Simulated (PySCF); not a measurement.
Predicted microwave data (PBE0-D3(BJ)/def2-SVP geometry optimisation, gas phase in PySCF) for one isomer of C5H6Ge:

| Item | Value |
| --- | --- |
| Rotational constants | A = 9735, B = 801.1, C = 750.7 MHz |
| Dipole components | \|μa\| = 0.62 D, \|μb\| = 0.72 D, \|μc\| = 0.00 D |
| Inertial defect | -9.59 u·Å² |
| κ | -0.99 |

Problem. Which candidate fits, each taken in the one conformer that was computed?
A. `C#[C][GeH2][C]#CC`
B. `C#CC#[C][GeH2][CH3]`

Solution. B. It is C#CC#[C][GeH2][CH3], a near-prolate asymmetric top, point group Cs. The candidates at the same level (rigid rotor, commonest isotopes):

```csv
SMILES,A (MHz),B (MHz),C (MHz),μa (D),μb (D),μc (D),Δ (u·Å²),point group,rotor
C#[C][GeH2][C]#CC,4604,1111,910.5,1.24,0.49,0.00,-9.60,–,asymmetric top
C#CC#[C][GeH2][CH3],9735,801.1,750.7,0.62,0.72,0.00,-9.59,Cs,near-prolate asymmetric top
```

`C#[C][GeH2][C]#CC` has A 53 % too low. In the right answer the mirror of this Cs structure is the ab plane, so μc vanishes by symmetry (the 0.01 D computed is a residue). No structure here is proved a minimum.
